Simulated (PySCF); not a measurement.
**Structure from 2D NMR**

Compound of formula C7H5F3O. Correlations simulated from computed shifts and the bond graph:

HSQC (one-bond C–H):
| δH | δC |
| --- | --- |
| 6.83 | 124.9 |
| 6.21 | 137.5 |
| 6.09 | 137.5 |
| 4.15 | 65.2 |
| 3.96 | 65.2 |

COSY cross peaks (H two or three bonds apart, from the bond graph; peaks can be absent where the dihedral angle is near 90°):
| δH | δH |
| --- | --- |
| 6.83 | 6.21 |
| 6.83 | 6.09 |
| 6.21 | 6.09 |
| 4.15 | 3.96 |

HMBC (two and three bonds, from the bond graph):
| δH | δC |
| --- | --- |
| 6.83 | 147.2, 137.5, 123.1, 118.9 |
| 6.21 | 124.9, 118.9 |
| 6.09 | 124.9, 118.9 |
| 4.15 | 147.2, 123.1, 118.9 |
| 3.96 | 147.2, 123.1, 118.9 |

Carbons without hydrogens: δ 147.2, 130.8, 123.1, 118.9.

- GFN2-xTB structure
- shielding tensors at PBE0/pcSseg-1 (GIAO)
- program: PySCF 2.14
- isolated molecule, one conformer, one averaged value for each set of equivalent atoms, non-relativistic

Chemical shifts δ = σref − σ; 1H, 13C against TMS, all at this level.

Exchangeable hydrogens are left out of these lists.

**Question.** Which molecule is this?

**Answer.** SMILES C(OC1=C(C=C)C1=C)(F)(F)F.

Numbering as in the mapped SMILES `[CH2:1]=[CH:2][C:3]1=[C:4]([O:5][C:6]([F:7])([F:8])[F:9])[C:10]1=[CH2:11]` (H(Xn): hydrogen on atom n). Ha(C1), Ha(C11) are cis to C3; Hb(C1), Hb(C11) are trans to C3.

δC 147.2 is C4, an alkene carbon bearing oxygen. δC 137.5 is C1, a terminal =CH2 carbon (δH 6.09, 6.21). δC 130.8 is C6, a CF3 carbon. δC 124.9 is C2, an alkene CH (δH 6.83). δC 123.1 is C10, a fully substituted alkene carbon. δC 118.9 is C3, a β carbon of an enol-ether or enamine type C=C. δC 65.2 is C11, a terminal =CH2 carbon (δH 4.15, 3.96). HMBC from δH 6.83 reaches the proton-free carbons C4, C10, C3. HMBC from δH 6.21 reaches the proton-free carbon C3. HMBC from δH 6.09 reaches the proton-free carbon C3. HMBC from δH 4.15 reaches the proton-free carbons C4, C10, C3. COSY links 6.83–6.21, 6.83–6.09, 6.21–6.09, 4.15–3.96.

This is the structure that produced the data.

Shifts are as computed. Against solution values, carbons near 30 ppm lie about +3 ppm off and those near 130 ppm about +5 ppm. Of 1211 compounds with measured shifts, 218 miss one by over three times the rms of a fit or turn the order of signals round; such compounds aren't used in these exercises.
